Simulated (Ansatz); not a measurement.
Ansatz (a quantum-chemistry and plane-wave program) input (B3LYP-D3(BJ)/def2-TZVP):

Ansatz 0.2 input:
```yaml
crystal:
  periodic: [false, false, false]
  atoms:
    - {symbol: W, position_ang: [0.00416226, -0.01975721, -0.01042488]}
    - {symbol: H, position_ang: [-1.31904470, -0.84666073, 1.00975998]}
    - {symbol: H, position_ang: [-0.30054584, 1.58092166, 0.89393404]}
    - {symbol: H, position_ang: [0.30564217, -1.62227779, -0.91414732]}
    - {symbol: H, position_ang: [-1.27467785, 0.45436719, -1.28119219]}
    - {symbol: H, position_ang: [1.28058117, -0.49644204, 1.26151364]}
    - {symbol: H, position_ang: [1.32636832, 0.80611510, -1.03215854]}
basis:
  gaussian:
    orbitals: def2-TZVP
hamiltonian:
  xc: b3lyp
  dispersion: d3bj
total_charge: 1
magnetization: {spin_polarized: true, initial_magnetization: 1}
relax: {f_tol: 0.002, max_steps: 150}
```

Output:

```
Functional definition: B3LYP
integrals: 0.02 GiB planned
657 factors; their error is unknown
mean field: 0.23 GiB planned
mean field evaluation 1: about -1903.2509 eV, gradient 1.3e1 eV
mean field evaluation 2: about -1880.3839 eV, gradient 6.2e1 eV
mean field evaluation 4: about -1904.3858 eV, gradient 1.2e0 eV
mean field evaluation 8: about -1904.6763 eV, gradient 4.6e0 eV
mean field evaluation 16: about -1905.6575 eV, gradient 2.7e-1 eV
mean field evaluation 32: about -1905.6784 eV, gradient 9.8e-7 eV
mean field evaluation 64: about -1882.6664 eV, gradient 2.4e1 eV
mean field evaluation 96: about -1882.1395 eV, gradient 2.5e1 eV
mean field evaluation 128: about -1876.5300 eV, gradient 2.7e1 eV
mean field evaluation 160: about -1871.5583 eV, gradient 2.7e1 eV
mean field evaluation 192: about -1884.2646 eV, gradient 2.2e1 eV
mean field evaluation 224: about -1883.6718 eV, gradient 2.4e1 eV
mean field evaluation 256: about -1890.1785 eV, gradient 2.5e1 eV
mean field evaluation 288: about -1893.3426 eV, gradient 2.7e1 eV
mean field evaluation 320: about -1905.6777 eV, gradient 6.5e-2 eV
mean field evaluation 352: about -1904.3610 eV, gradient 7.8e0 eV
mean field evaluation 384: about -1905.6778 eV, gradient 3.0e-2 eV
mean field evaluation 416: about -1905.5853 eV, gradient 5.9e-1 eV
mean field evaluation 448: about -1902.1510 eV, gradient 1.1e1 eV
mean field evaluation 480: about -1905.6784 eV, gradient 3.0e-2 eV
mean field evaluation 512: about -1905.6779 eV, gradient 1.0e-3 eV
mean field evaluation 544: about -1905.6628 eV, gradient 1.1e-1 eV
mean field evaluation 576: about -1905.6780 eV, gradient 8.7e-4 eV
mean field evaluation 608: about -1905.2521 eV, gradient 4.9e-1 eV
mean field evaluation 640: about -1905.6335 eV, gradient 1.8e-1 eV
mean field -1905.67846500 eV, -70.0323918735 hartree, gradient 1.8e-6 eV, S^2 2.771238; 16 other end points of the search recorded, 0 dependent functions left out
the calculation of the forces begins
reference -1905.67873623 eV, -70.0324018408 hartree; 10, 9 occupied and 66, 67 virtual orbitals, 657 factors
relax step   1: F+E_penalty+E_count = -1905.86157982 eV  Δ(F+E_penalty+E_count) = +0.000e0 eV  max|allowed force component| = 7.267e-1 eV/Å  Δτ_max = 0.0000 Å  (2967 SCF iters, accepted)
these checks for a lower state are left out or cut short: starts, cluster_reference, orbital_swaps, neighbouring_geometries, increment
integrals: 0.02 GiB planned
657 factors; their error is unknown
mean field: 0.23 GiB planned
mean field evaluation 672: about -1906.5401 eV, gradient 7.4e-3 eV
mean field -1906.54009716 eV, -70.0640562712 hartree, gradient 1.2e-5 eV, S^2 1.900893; 1 other end points of the search recorded, 0 dependent functions left out
the calculation of the forces begins
reference -1906.54036601 eV, -70.0640661512 hartree; 10, 9 occupied and 66, 67 virtual orbitals, 657 factors
relax step   2: F+E_penalty+E_count = -1906.72369771 eV  Δ(F+E_penalty+E_count) = -8.621e-1 eV  max|allowed force component| = 2.736e0 eV/Å  Δτ_max = 0.1999 Å  (88 SCF iters, accepted)
these checks for a lower state are left out or cut short: starts, cluster_reference, orbital_swaps, neighbouring_geometries, increment
integrals: 0.02 GiB planned
657 factors; their error is unknown
mean field: 0.23 GiB planned
mean field -1908.07149822 eV, -70.1203342224 hartree, gradient 1.1e-5 eV, S^2 0.837381; 0 other end points of the search recorded, 0 dependent functions left out
the calculation of the forces begins
reference -1908.07176374 eV, -70.1203439800 hartree; 10, 9 occupied and 66, 67 virtual orbitals, 657 factors
relax step   3: F+E_penalty+E_count = -1908.25955382 eV  Δ(F+E_penalty+E_count) = -1.536e0 eV  max|allowed force component| = 1.844e0 eV/Å  Δτ_max = 0.1944 Å  (77 SCF iters, accepted)
[...]
657 factors; their error is unknown
mean field: 0.23 GiB planned
mean field -1912.23120282 eV, -70.2732005467 hartree, gradient 2.1e-5 eV, S^2 0.760807; 0 other end points of the search recorded, 0 dependent functions left out
the calculation of the forces begins
reference -1912.23143893 eV, -70.2732092237 hartree; 10, 9 occupied and 66, 67 virtual orbitals, 657 factors
relax step  14: F+E_penalty+E_count = -1912.41564342 eV  Δ(F+E_penalty+E_count) = -4.839e-1 eV  max|allowed force component| = 1.346e0 eV/Å  Δτ_max = 0.1931 Å  (44 SCF iters, accepted)
these checks for a lower state are left out or cut short: starts, cluster_reference, orbital_swaps, neighbouring_geometries, increment
integrals: 0.02 GiB planned
657 factors; their error is unknown
mean field: 0.23 GiB planned
mean field evaluation 800: about -1912.4494 eV, gradient 1.2e1 eV
mean field -1912.57509886 eV, -70.2858384931 hartree, gradient 2.1e-5 eV, S^2 0.758244; 0 other end points of the search recorded, 0 dependent functions left out
the calculation of the forces begins
reference -1912.57533535 eV, -70.2858471841 hartree; 10, 9 occupied and 66, 67 virtual orbitals, 657 factors
relax step  15: F+E_penalty+E_count = -1912.75868535 eV  Δ(F+E_penalty+E_count) = -3.430e-1 eV  max|allowed force component| = 6.274e-1 eV/Å  Δτ_max = 0.1955 Å  (42 SCF iters, accepted)
these checks for a lower state are left out or cut short: starts, cluster_reference, orbital_swaps, neighbouring_geometries, increment
integrals: 0.02 GiB planned
657 factors; their error is unknown
mean field: 0.23 GiB planned
mean field -1912.76184030 eV, -70.2927011146 hartree, gradient 1.4e-5 eV, S^2 0.755887; 0 other end points of the search recorded, 0 dependent functions left out
the calculation of the forces begins
reference -1912.76207673 eV, -70.2927098030 hartree; 10, 9 occupied and 66, 67 virtual orbitals, 657 factors
relax step  16: F+E_penalty+E_count = -1912.94495877 eV  Δ(F+E_penalty+E_count) = -1.863e-1 eV  max|allowed force component| = 6.440e-1 eV/Å  Δτ_max = 0.2000 Å  (42 SCF iters, accepted)
these checks for a lower state are left out or cut short: starts, cluster_reference, orbital_swaps, neighbouring_geometries, increment
integrals: 0.02 GiB planned
657 factors; their error is unknown
mean field: 0.23 GiB planned
mean field -1912.79695782 eV, -70.2939916594 hartree, gradient 1.6e-5 eV, S^2 0.755246; 0 other end points of the search recorded, 0 dependent functions left out
the calculation of the forces begins
reference -1912.79719276 eV, -70.2940002935 hartree; 10, 9 occupied and 66, 67 virtual orbitals, 657 factors
relax step  17: F+E_penalty+E_count = -1912.98034863 eV  Δ(F+E_penalty+E_count) = -3.539e-2 eV  max|allowed force component| = 9.328e-1 eV/Å  Δτ_max = 0.2000 Å  (43 SCF iters, accepted)
these checks for a lower state are left out or cut short: starts, cluster_reference, orbital_swaps, neighbouring_geometries, increment
integrals: 0.02 GiB planned
657 factors; their error is unknown
mean field: 0.23 GiB planned
mean field -1912.83986103 eV, -70.2955683233 hartree, gradient 1.7e-5 eV, S^2 0.754977; 0 other end points of the search recorded, 0 dependent functions left out
the calculation of the forces begins
reference -1912.84009664 eV, -70.2955769818 hartree; 10, 9 occupied and 66, 67 virtual orbitals, 657 factors
relax step  18: F+E_penalty+E_count = -1913.02334994 eV  Δ(F+E_penalty+E_count) = -4.300e-2 eV  max|allowed force component| = 2.064e-1 eV/Å  Δτ_max = 0.0891 Å  (38 SCF iters, accepted)
these checks for a lower state are left out or cut short: starts, cluster_reference, orbital_swaps, neighbouring_geometries, increment
integrals: 0.02 GiB planned
657 factors; their error is unknown
mean field: 0.23 GiB planned
mean field evaluation 832: about -1912.8297 eV, gradient 3.5e-1 eV
mean field -1912.83729148 eV, -70.2954738944 hartree, gradient 2.7e-5 eV, S^2 0.754759; 0 other end points of the search recorded, 0 dependent functions left out
the calculation of the forces begins
reference -1912.83752489 eV, -70.2954824719 hartree; 10, 9 occupied and 66, 67 virtual orbitals, 657 factors
relax step  19: F+E_penalty+E_count = -1913.02156487 eV  Δ(F+E_penalty+E_count) = +1.785e-3 eV  max|allowed force component| = 4.588e-1 eV/Å  Δτ_max = 0.1553 Å  (40 SCF iters, rejected (line search))
these checks for a lower state are left out or cut short: starts, cluster_reference, orbital_swaps, neighbouring_geometries, increment
integrals: 0.02 GiB planned
657 factors; their error is unknown
mean field: 0.23 GiB planned
mean field -1912.85561326 eV, -70.2961472071 hartree, gradient 2.3e-5 eV, S^2 0.754692; 0 other end points of the search recorded, 0 dependent functions left out
the calculation of the forces begins
reference -1912.85584780 eV, -70.2961558262 hartree; 10, 9 occupied and 66, 67 virtual orbitals, 657 factors
relax step  20: F+E_penalty+E_count = -1913.03967765 eV  Δ(F+E_penalty+E_count) = -1.633e-2 eV  max|allowed force component| = 1.179e-1 eV/Å  Δτ_max = 0.0758 Å  (36 SCF iters, accepted)
these checks for a lower state are left out or cut short: starts, cluster_reference, orbital_swaps, neighbouring_geometries, increment
integrals: 0.02 GiB planned
657 factors; their error is unknown
mean field: 0.23 GiB planned
mean field -1912.85814283 eV, -70.2962401673 hartree, gradient 1.1e-5 eV, S^2 0.754693; 0 other end points of the search recorded, 0 dependent functions left out
the calculation of the forces begins
reference -1912.85837688 eV, -70.2962487683 hartree; 10, 9 occupied and 66, 67 virtual orbitals, 657 factors
relax step  21: F+E_penalty+E_count = -1913.04234408 eV  Δ(F+E_penalty+E_count) = -2.666e-3 eV  max|allowed force component| = 3.302e-2 eV/Å  Δτ_max = 0.0390 Å  (37 SCF iters, accepted)
these checks for a lower state are left out or cut short: starts, cluster_reference, orbital_swaps, neighbouring_geometries, increment
integrals: 0.02 GiB planned
657 factors; their error is unknown
mean field: 0.23 GiB planned
mean field -1912.85863639 eV, -70.2962583051 hartree, gradient 1.9e-5 eV, S^2 0.754698; 0 other end points of the search recorded, 0 dependent functions left out
the calculation of the forces begins
reference -1912.85887052 eV, -70.2962669092 hartree; 10, 9 occupied and 66, 67 virtual orbitals, 657 factors
relax step  22: F+E_penalty+E_count = -1913.04283923 eV  Δ(F+E_penalty+E_count) = -4.952e-4 eV  max|allowed force component| = 9.975e-3 eV/Å  Δτ_max = 0.0092 Å  (38 SCF iters, accepted)
these checks for a lower state are left out or cut short: starts, cluster_reference, orbital_swaps, neighbouring_geometries, increment
integrals: 0.02 GiB planned
657 factors; their error is unknown
mean field: 0.23 GiB planned
mean field evaluation 864: about -1912.8587 eV, gradient 5.2e-4 eV
mean field -1912.85872794 eV, -70.2962616696 hartree, gradient 2.2e-5 eV, S^2 0.754698; 0 other end points of the search recorded, 0 dependent functions left out
the calculation of the forces begins
reference -1912.85896208 eV, -70.2962702741 hartree; 10, 9 occupied and 66, 67 virtual orbitals, 657 factors
relax step  23: F+E_penalty+E_count = -1913.04292134 eV  Δ(F+E_penalty+E_count) = -8.211e-5 eV  max|allowed force component| = 2.149e-2 eV/Å  Δτ_max = 0.0078 Å  (37 SCF iters, accepted)
these checks for a lower state are left out or cut short: starts, cluster_reference, orbital_swaps, neighbouring_geometries, increment
integrals: 0.02 GiB planned
657 factors; their error is unknown
mean field: 0.23 GiB planned
mean field -1912.85877330 eV, -70.2962633367 hartree, gradient 1.9e-5 eV, S^2 0.754707; 0 other end points of the search recorded, 0 dependent functions left out
the calculation of the forces begins
reference -1912.85900741 eV, -70.2962719400 hartree; 10, 9 occupied and 66, 67 virtual orbitals, 657 factors
relax step  24: F+E_penalty+E_count = -1913.04298261 eV  Δ(F+E_penalty+E_count) = -6.127e-5 eV  max|allowed force component| = 6.321e-3 eV/Å  Δτ_max = 0.0044 Å  (38 SCF iters, accepted)
these checks for a lower state are left out or cut short: starts, cluster_reference, orbital_swaps, neighbouring_geometries, increment
integrals: 0.02 GiB planned
657 factors; their error is unknown
mean field: 0.23 GiB planned
mean field -1912.85877963 eV, -70.2962635692 hartree, gradient 1.4e-5 eV, S^2 0.754713; 0 other end points of the search recorded, 0 dependent functions left out
the calculation of the forces begins
reference -1912.85901372 eV, -70.2962721719 hartree; 10, 9 occupied and 66, 67 virtual orbitals, 657 factors
relax step  25: F+E_penalty+E_count = -1913.04299260 eV  Δ(F+E_penalty+E_count) = -9.983e-6 eV  max|allowed force component| = 1.569e-3 eV/Å  Δτ_max = 0.0029 Å  (32 SCF iters, accepted)
integrals: 0.02 GiB planned
657 factors; their error is unknown
mean field: 0.23 GiB planned
mean field evaluation 896: about -1912.8588 eV, gradient 2.2e-4 eV
mean field -1912.85877963 eV, -70.2962635692 hartree, gradient 1.4e-5 eV, S^2 0.754713; 1 other end points of the search recorded, 0 dependent functions left out
the calculation of the forces begins
reference -1912.85901372 eV, -70.2962721719 hartree; 10, 9 occupied and 66, 67 virtual orbitals, 657 factors
Total energy: -1913.04322669 eV, -70.3030418735 hartree
Atom 0 at     0.120563     0.040129    -0.508777 Å, force     0.001354    -0.001182    -0.000921 eV/Å
Atom 1 at    -0.004952    -0.118865     1.324019 Å, force    -0.000192    -0.001569     0.000410 eV/Å
Atom 2 at    -0.861599     0.855059     0.598869 Å, force    -0.000402    -0.000155    -0.000323 eV/Å
Atom 3 at     0.267169    -1.642897    -0.521808 Å, force     0.000011     0.001325     0.000064 eV/Å
Atom 4 at    -1.338430     0.661706    -1.064059 Å, force    -0.000591     0.000993    -0.000023 eV/Å
Atom 5 at     0.353635    -0.860264     1.085391 Å, force     0.000002     0.000657     0.001560 eV/Å
Atom 6 at     1.486098     0.921398    -0.986351 Å, force    -0.000182    -0.000069    -0.000767 eV/Å
Dipole moment:     0.038596    -0.104964     0.210566 e Å
```

The spin state was set by rule; other spins were not relaxed.
